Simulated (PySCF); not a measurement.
Be(Et)2 cation (C₄H₁₀Be), SMILES C[CH2][Be][CH2]C (connectivity only; charge and spin as stated), charge +1, multiplicity 2.

Geometry: PBE0-D3(BJ)/def2-SVP. The spin state was assumed, not searched. The isomer is the one that the SMILES or the coordinates give; other isomers of the formula were not compared. The values are those of a single conformer.

Method: PySCF 2.14.0 with PBE0-D3(BJ)/def2-SVP.

No scaling factor is applied to the harmonic values.

| mode | ν (cm⁻¹) | IR (km/mol) | moving atoms (share of kinetic energy) |
|---|---|---|---|
| 1 | 6 | 1.6 | C 48 %, H 45 % |
| 2 | 75 | 4.2 | C 40 %, H 31 %, Be 29 % |
| 3 | 101 | 3.9 | H 49 %, Be 31 %, C 20 % |
| 4 | 177 | 0.7 | C 55 %, H 39 % |
| 5 | 206 | 0.7 | H 87 %, C 13 % |
| 6 | 238 | 42.7 | H 52 %, Be 36 %, C 12 % |
| 7 | 279 | 107.9 | Be 61 %, C 30 %, H 10 % |
| 8 | 409 | 1.7 | C 74 %, H 26 % |
| 9 | 485 | 5336.4 | C 41 %, H 36 %, Be 23 % |
| 10 | 512 | 69.2 | H 79 %, C 14 % |
| 11 | 532 | 43.0 | H 84 %, C 15 % |
| 12 | 837 | 1.1 | H 96 % |
| 13 | 844 | 35.0 | H 93 % |
| 14 | 855 | 147.2 | H 83 %, C 9 %, Be 8 % |
| 15 | 862 | 1.7 | H 90 %, C 10 % |
| 16 | 907 | 725.1 | Be 47 %, H 34 %, C 19 % |
| 17 | 1055 | 3.2 | C 61 %, H 38 % |
| 18 | 1055 | 1.3 | C 64 %, H 36 % |
| 19 | 1183 | 0.6 | H 57 %, C 43 % |
| 20 | 1203 | 0.6 | H 72 %, C 28 % |
| 21 | 1204 | 5.8 | H 72 %, C 28 % |
| 22 | 1327 | 4.1 | H 88 %, C 12 % |
| 23 | 1329 | 123.0 | H 88 %, C 12 % |
| 24 | 1384 | 6.2 | H 98 % |
| 25 | 1384 | 44.5 | H 98 % |
| 26 | 1401 | 20.2 | H 85 %, C 14 % |
| 27 | 1402 | 0.4 | H 87 %, C 13 % |
| 28 | 1452 | 15.6 | H 87 %, C 13 % |
| 29 | 1452 | 0.3 | H 87 %, C 13 % |
| 30 | 2954 | 1070.6 | H 95 % |
| 31 | 2969 | 3.0 | H 95 % |
| 32 | 3024 | 164.5 | H 95 % |
| 33 | 3029 | 0.6 | H 95 % |
| 34 | 3108 | 19.1 | H 90 %, C 10 % |
| 35 | 3109 | 42.4 | H 93 % |
| 36 | 3110 | 0.4 | H 93 % |
| 37 | 3112 | 2.5 | H 90 %, C 10 % |
| 38 | 3177 | 0.7 | H 90 %, C 10 % |
| 39 | 3177 | 0.1 | H 90 %, C 10 % |
